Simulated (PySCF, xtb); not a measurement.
C3HF4, SMILES C(/[C]=C/F)(F)(F)F, multiplicity 2.

Harmonic wavenumbers (cm⁻¹) from GFN2-xTB (xtb) at its own minimum, in rising order: 48, 109, 133, 349, 367, 396, 497, 540, 615, 703, 833, 962, 1058, 1060, 1173, 1218, 1794, 2817.

Q: What does B3LYP-D3(BJ)/def2-SVP (PySCF) give at its own minimum? (An estimate is asked for; the answer gives what the named calculation found.)

A: 86, 135, 144, 376, 400, 430, 565, 597, 697, 851, 892, 1144, 1171, 1208, 1263, 1344, 1796, 3131. Paired by order, the mean absolute difference is 87 cm⁻¹ and the zero-point energies are 21.0 and 23.2 kcal/mol.
